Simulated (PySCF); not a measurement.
Computed properties of Al(Me)(F) (CH3AlF), SMILES [CH3][Al+][F], charge +1

Al(Me)(F) (CH₃AlF), SMILES [Al+]([F])[CH3], charge +1. Geometry optimised at ωB97X-D3(BJ)/def2-TZVP. The multiplicity is an assumed one; other spin states were not compared. The isomer is the one that the SMILES or the coordinates give; other isomers of the formula were not compared. The values are those of a single conformer. All values are computed for the isolated molecule unless a solvent is named; none is compared with measurement here.

**Structure.** The optimised structure has C3v symmetry. All 12 harmonic modes at ωB97X-D3(BJ)/def2-TZVP (PySCF) are real, so it is a minimum. With heavy atoms numbered as in [Al+:1]([CH3:2])[F:6], the shortest bond between them is Al1–F6 at 1.605 Å and the longest Al1–C2 at 1.902 Å.

**Vibrations.** The strongest infrared lines (harmonic, unscaled, degenerate partners summed) lie at 749 cm⁻¹ (152 km/mol, H 80 %, C 16 %), 1011 cm⁻¹ (110 km/mol, Al 51 %, F 44 %), 155 cm⁻¹ (103 km/mol, Al 52 %, F 25 %, H 13 %, C 10 %). The softest mode is at 155 cm⁻¹ and the zero-point energy is 24.2 kcal/mol.

**Electronic structure.** M06-2X/def2-TZVPD (PySCF) places the frontier levels at -17.44 and -7.52 eV, a gap of 9.92 eV and a mean polarisability of 29.8 bohr³. PBE/def2-TZVPD (PySCF) at the same geometry gives -14.90 and -8.96 eV, so its gap is 3.98 eV narrower. An orbital gap is neither the optical nor the fundamental gap.

**Excitations.** TDDFT-CAM-B3LYP/def2-SVPD (PySCF) has S1 at 7.53 eV (165 nm, f = 0.333, bright); the most intense of the 10 singlets computed lies at 7.53 eV (f = 0.33). Strengths of degenerate partners are summed. T1 (TDA) is at 5.62 eV. TDDFT-PBE/def2-SVPD (PySCF) puts S1 at 7.15 eV. No vertical singlet excitation falls in the visible range (under 3.1 eV).

**NMR.** GIAO shifts at HF/pcSseg-2 (PySCF) (non-relativistic, atoms alike by connectivity averaged): ¹³C at -13.3 ppm against TMS; ¹H at 1.9 ppm against TMS; ¹⁹F at -112.9 ppm against CFCl3.
